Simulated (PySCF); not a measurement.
Calculation: PySCF with r2SCAN-D4/def2-TZVP. Isolated molecules, 0 K electronic values unless said otherwise. One relaxed conformer stands for a flexible species; it need not be the lowest. Excitations are Tamm–Dancoff values on a coarser integration grid. The basis has no diffuse functions, so Rydberg states are missing or too high.

Reference species (SMILES): `[OH][Ga]([OH])[OH]` (neutral, multiplicity 1).

```json
{
 "S1 excitation (TDA)": "6.16 eV",
 "S1 oscillator strength": "0.000"
}
```

Changed species: `[OH][Ga]([Cl])[Cl]` (H–O–Ga–Cl torsion 180°) (1 of 3 Cl replaced by OH; the reference has 3 of 3 Cl replaced by OH).

Task: What does the change do to the S1 excitation (TDA) and S1 oscillator strength?

Result: the S1 excitation (TDA) falls by 0.05 eV, to 6.11 eV; the S1 oscillator strength stays essentially unchanged.
